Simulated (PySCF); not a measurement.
## Peak assignment

Bonds: Si1-C2, Si1-N9, Si1-N18, Si1-N27, C2-C3, N9-C10, C10-C11, N18-C19, C19-C20, N27-C28, C28-C29. C2 carries H4, H5; C3 carries H6, H7, H8; N9 carries H12; C10 carries H13, H14; C11 carries H15, H16, H17; N18 carries H21; C19 carries H22, H23; C20 carries H24, H25, H26; N27 carries H30; C28 carries H31, H32; C29 carries H33, H34, H35.

- structure optimised with PBE0-D3(BJ)/def2-SVP
- NMR shieldings at KT2/pcSseg-1/GIAO
- run in PySCF 2.14
- no solvent model, no relativistic terms, a single conformation, equivalent nuclei averaged

Shifts are taken against calculated references (same method and geometry level): 13C (σref 183.22), 1H (σref 31.18) against TMS.

Task: Assign these signals to the numbered atoms. 13C{1H} NMR (computed): δ 40.7, 24.2, 10.3, 9.4.

Result: 
| δ (ppm) | atoms | environment | reason |
| --- | --- | --- | --- |
| 40.7 | C10/C19/C28 | carbon bonded to C, N, 2 H | – |
| 24.2 | C11/C20/C29 | carbon bonded to C, 3 H | – |
| 10.3 | C3 | carbon bonded to C, 3 H | – |
| 9.4 | C2 | carbon bonded to C, Si, 2 H | – |

C3 and C2 lie closer than the usual error of such a calculation, so a measured spectrum could show them in the other order.

Task: Assign these signals to the numbered atoms. 1H NMR (400 MHz, computed): δ 3.02 (q, 6H), 1.03 (t, 9H), 0.99 (t, 3H), 0.27 (q, 2H), 0.11 (br s, 3H).

Result: 
| δ (ppm) | atoms | environment | reason |
| --- | --- | --- | --- |
| 3.02 | H13/H14/H22/H23/H31/H32 | hydrogen on a carbon bonded to C, N | – |
| 1.03 | H15/H16/H17/H24/H25/H26/H33/H34/H35 | hydrogen on a carbon bonded to C | – |
| 0.99 | H6/H7/H8 | hydrogen on a carbon bonded to C | – |
| 0.27 | H4/H5 | hydrogen on a carbon bonded to C, Si | – |
| 0.11 | H12/H21/H30 | hydrogen on a nitrogen bonded to C, Si | – |

H15/H16/H17/H24/H25/H26/H33/H34/H35 and H6/H7/H8 lie closer than the usual error of such a calculation, so a measured spectrum could show them in the other order.

OH and NH positions are those of a molecule without intermolecular hydrogen bonds; in solution they move with solvent, concentration and temperature, and exchange usually removes their couplings. Shifts are as computed. Against solution values, carbons near 30 ppm lie about +2 ppm off and those near 130 ppm about -5 ppm. Of 1313 compounds with measured shifts, 239 miss one by over three times the rms of a fit or turn the order of signals round; such compounds aren't used in these exercises. The averaged N atoms aren't alike in the static structure (σ from 200 to 216 ppm); the average presumes fast exchange among these sites. No couplings were computed; multiplicities are counted from neighbouring protons, with m where these are inequivalent, close in shift, in a saturated or five-membered ring or joined by F or P, and br s for small geminal =CH2 splittings.
